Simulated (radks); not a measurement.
Question: All-electron atom: W40+ in [Ar] 3d10 4s2 4p4 (the NIST ground configuration). Method: Dirac Kohn-Sham, PBE, spin-unpolarised, spherical densities, finite nucleus; open shells fill j = l - 1/2 first; Fermi nuclear charge, rms radius 5.3658 fm; computed with a radial shooting solver on a logarithmic mesh with Libxc functionals. Some entries of the table are withheld. Estimate them.

orbital,occ.,eigenvalue (Ry),r(max) (bohr)
1s1/2,2,(1),0.01146
2s1/2,2,-1014.172,0.06585
2p1/2,2,-976.2227,(2)
2p3/2,4,-876.6220,(3)
3s1/2,2,-331.9475,0.1843
3p1/2,2,-315.3279,0.1724
3p3/2,4,-293.0791,0.1860
3d3/2,4,(4),0.1453
3d5/2,6,(5),0.1491
4s1/2,2,-154.9481,0.3941
4p1/2,2,-147.8316,(6)
4p3/2,2,-140.7122,(7)

Answer: 
(1) 1s1/2 eigenvalue (Ry): -5234.135
(2) 2p1/2 r(max) (bohr): 0.04894
(3) 2p3/2 r(max) (bohr): 0.05576
(4) 3d3/2 eigenvalue (Ry): -265.6066
(5) 3d5/2 eigenvalue (Ry): -260.7134
(6) 4p1/2 r(max) (bohr): 0.3896
(7) 4p3/2 r(max) (bohr): 0.4112
